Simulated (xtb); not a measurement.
HCl, charge +1, doublet, from a rough starting geometry (a state made from the parent by changing its charge; the spin is typed, not shown lowest); xtb with GFN2-xTB.

Input for xtb:
```
$ xtb mol.xyz --gfn 2 --chrg 1 --uhf 1 --opt vtight --json

# file mol.xyz
2

Cl     0.63238951    -0.00267502     0.05527718
H     -0.61462678    -0.02885661    -0.05089569
```

**Question.** What does xtb print? Leave out banner, timings and long lists.

**Answer.** 
```
   ID    Z sym.   atoms
    1   17 Cl     1
    2    1 H      2

           -------------------------------------------------
          |                Calculation Setup                |
           -------------------------------------------------

           -------------------------------------------------
          |                 G F N 2 - x T B                 |
           -------------------------------------------------

          ...................................................
          :                      SETUP                      :
          :.................................................:
          :  # basis functions                  11          :
          :  # atomic orbitals                  10          :
          :  # shells                            4          :
          :  # electrons                         7          :
          :  max. iterations                   250          :
          :  Hamiltonian                  GFN2-xTB          :
          :  restarted?                      false          :
          :  GBSA solvation                  false          :
          :  PC potential                    false          :
          :  electronic temp.          300.0000000     K    :
          :  accuracy                    1.0000000          :
          :  -> integral cutoff          0.2500000E+02      :
          :  -> integral neglect         0.1000000E-07      :
          :  -> SCF convergence          0.1000000E-05 Eh   :
          :  -> wf. convergence          0.1000000E-03 e    :
          :  Broyden damping             0.4000000          :
          :  net charge                          1          :
          :  unpaired electrons                  1          :
          ...................................................

 iter      E             dE          RMSdq      gap      omega  full diag
   1     -4.4407937 -0.444079E+01  0.432E+00    9.68       0.0  T
   2     -4.4425660 -0.177234E-02  0.270E+00    9.96       1.0  T
   3     -4.4429872 -0.421220E-03  0.576E-01   10.27       1.0  T
   4     -4.4431299 -0.142665E-03  0.292E-01   10.22       1.0  T
   5     -4.4432059 -0.760358E-04  0.794E-02   10.29       1.0  T
   6     -4.4432071 -0.119032E-05  0.154E-02   10.29       4.6  T
   7     -4.4432071 -0.250697E-07  0.122E-03   10.29      58.0  T
   8     -4.4432071 -0.559984E-09  0.610E-05   10.29    1160.1  T
   9     -4.4432071 -0.968114E-13  0.690E-06   10.29   10242.7  T

   *** convergence criteria satisfied after 9 iterations ***

         :::::::::::::::::::::::::::::::::::::::::::::::::::::
         ::                     SUMMARY                     ::
         :::::::::::::::::::::::::::::::::::::::::::::::::::::
         :: total energy              -4.434160091465 Eh    ::
         :: gradient norm              0.043656780113 Eh/a0 ::
         :: HOMO-LUMO gap             10.291680427715 eV    ::
         ::.................................................::
         :: SCC energy                -4.443207145984 Eh    ::
         :: -> isotropic ES            0.174220418519 Eh    ::
         :: -> anisotropic ES         -0.009221855716 Eh    ::
         :: -> anisotropic XC         -0.001936345929 Eh    ::
         :: -> dispersion             -0.000067376350 Eh    ::
         :: repulsion energy           0.009047054519 Eh    ::
         :: add. restraining           0.000000000000 Eh    ::
         :: total charge               1.000000000000 e     ::
         :::::::::::::::::::::::::::::::::::::::::::::::::::::

      -----------------------------------------------------------
     |                   =====================                   |
     |                        A N C O P T                        |
     |                   =====================                   |
     |               Approximate Normal Coordinate               |
     |                Rational Function Optimizer                |
      -----------------------------------------------------------
      -----------------------------------------------------------
     |                   =====================                   |
     |                        A N C O P T                        |
     |                   =====================                   |
     |               Approximate Normal Coordinate               |
     |                Rational Function Optimizer                |
      -----------------------------------------------------------

          ...................................................
          :                      SETUP                      :
          :.................................................:
          :   optimization level         verytight          :
          :   max. optcycles                   200          :
          :   ANC micro-cycles                  20          :
          :   degrees of freedom                 1          :
          :.................................................:
          :   RF solver                   davidson          :
          :   write xtbopt.log                true          :
          :   linear (good luck)              true          :
          :   energy convergence         0.1000000E-06 Eh   :
          :   grad. convergence          0.2000000E-03 Eh/α :
          :   maxmium RF displ.          1.0000000          :
          :   Hlow (freq-cutoff)         0.1000000E-01      :
          :   Hmax (freq-cutoff)         5.0000000          :
          :   S6 in model hess.         20.0000000          :
          ...................................................

generating ANC from exact Hessian ...
Using Lindh-Hessian (1995)
 Shifting diagonal of input Hessian by    0.0000000000000000
 Lowest  eigenvalues of input Hessian
    0.000000    0.000000    0.000000    0.000000    0.000000    1.099452
 Highest eigenvalues
    0.000000    0.000000    0.000000    0.000000    0.000000    1.099452

........................................................................
[...]
 * total energy  :    -4.4341601 Eh     change       -0.2486900E-13 Eh
 * total energy  :    -4.4355047 Eh     change       -0.1344580E-02 Eh
 * total energy  :    -4.4362501 Eh     change       -0.7453830E-03 Eh
 * total energy  :    -4.4362835 Eh     change       -0.3344337E-04 Eh
 * total energy  :    -4.4362840 Eh     change       -0.5252340E-06 Eh
 * total energy  :    -4.4362842 Eh     change       -0.1347971E-06 Eh
 * total energy  :    -4.4362842 Eh     change       -0.1230687E-09 Eh
   *** GEOMETRY OPTIMIZATION CONVERGED AFTER 7 ITERATIONS ***
[...]

 selected dihedral angles (degree)
 ---------------------------------

           -------------------------------------------------
          |                Final Singlepoint                |
           -------------------------------------------------

          ...................................................
          :                      SETUP                      :
          :.................................................:
          :  # basis functions                  11          :
          :  # atomic orbitals                  10          :
          :  # shells                            4          :
          :  # electrons                         7          :
          :  max. iterations                   250          :
          :  Hamiltonian                  GFN2-xTB          :
          :  restarted?                      false          :
          :  GBSA solvation                  false          :
          :  PC potential                    false          :
          :  electronic temp.          300.0000000     K    :
          :  accuracy                    1.0000000          :
          :  -> integral cutoff          0.2500000E+02      :
          :  -> integral neglect         0.1000000E-07      :
          :  -> SCF convergence          0.1000000E-05 Eh   :
          :  -> wf. convergence          0.1000000E-03 e    :
          :  Broyden damping             0.4000000          :
          :  net charge                          1          :
          :  unpaired electrons                  1          :
          ...................................................

 iter      E             dE          RMSdq      gap      omega  full diag
   1     -4.4407001 -0.444070E+01  0.115E-06    9.69       0.0  T
   2     -4.4407001 -0.275335E-13  0.687E-07    9.69  100000.0  T
   3     -4.4407001 -0.293099E-13  0.401E-07    9.69  100000.0  T

   *** convergence criteria satisfied after 3 iterations ***

         :::::::::::::::::::::::::::::::::::::::::::::::::::::
         ::                     SUMMARY                     ::
         :::::::::::::::::::::::::::::::::::::::::::::::::::::
         :: total energy              -4.436284158060 Eh    ::
         :: gradient norm              0.000003619387 Eh/a0 ::
         :: HOMO-LUMO gap              9.692557177756 eV    ::
         ::.................................................::
         :: SCC energy                -4.440700071309 Eh    ::
         :: -> isotropic ES            0.172912947802 Eh    ::
         :: -> anisotropic ES         -0.011333570210 Eh    ::
         :: -> anisotropic XC         -0.003179079104 Eh    ::
         :: -> dispersion             -0.000067044072 Eh    ::
         :: repulsion energy           0.004415913249 Eh    ::
         :: add. restraining           0.000000000000 Eh    ::
         :: total charge               1.000000000000 e     ::
         :::::::::::::::::::::::::::::::::::::::::::::::::::::

           -------------------------------------------------
          |                Property Printout                |
           -------------------------------------------------

    * Orbital Energies and Occupations

         #    Occupation            Energy/Eh            Energy/eV
      -------------------------------------------------------------
         1        2.0000           -1.3616016             -37.0511
         2        2.0000           -0.8759812             -23.8367
         3        1.5000           -0.8090006             -22.0140
         4        1.5000           -0.8090006             -22.0140 (HOMO)
         5                         -0.4528056             -12.3215 (LUMO)
         6                         -0.3413824              -9.2895
         7                         -0.3413824              -9.2895
         8                         -0.3352605              -9.1229
         9                         -0.3352605              -9.1229
        10                         -0.1757400              -4.7821
      -------------------------------------------------------------
                  HL-Gap            0.3561949 Eh            9.6926 eV
             Fermi-level           -0.7199518 Eh          -19.5909 eV

     #   Z          covCN         q      C6AA      α(0)
     1  17 Cl       0.841     0.525    84.779    14.086
     2   1 H        0.841     0.475     0.365     0.947

 Mol. C6AA /au·bohr⁶  :         96.257327
 Mol. C8AA /au·bohr⁸  :       3791.276445
 Mol. α(0) /au        :         15.032616

Wiberg/Mayer (AO) data.
largest (>0.10) Wiberg bond orders for each atom

 ---------------------------------------------------------------------------
     #   Z sym  total        # sym  WBO       # sym  WBO       # sym  WBO
 ---------------------------------------------------------------------------
     1  17 Cl   0.774 --     2 H    0.774
     2   1 H    0.774 --     1 Cl   0.774
 ---------------------------------------------------------------------------

Topologies differ in total number of bonds
Writing topology from bond orders to xtbtopo.mol

molecular dipole:
                 x           y           z       tot (Debye)
 q only:        0.079      -0.028       0.009
   full:        0.379      -0.022       0.035       0.968
molecular quadrupole (traceless):
                xx          xy          yy          xz          yz          zz
 q only:        1.566       0.046      -0.790       0.201       0.004      -0.775
  q+dip:        2.842       0.073      -1.435       0.366       0.006      -1.406
   full:        2.515       0.062      -1.270       0.324       0.005      -1.245

optimized geometry written to: xtbopt.xyz

           -------------------------------------------------
          | TOTAL ENERGY               -4.436284158060 Eh   |
          | GRADIENT NORM               0.000003619387 Eh/α |
          | HOMO-LUMO GAP               9.692557177756 eV   |
           -------------------------------------------------

normal termination of xtb
```
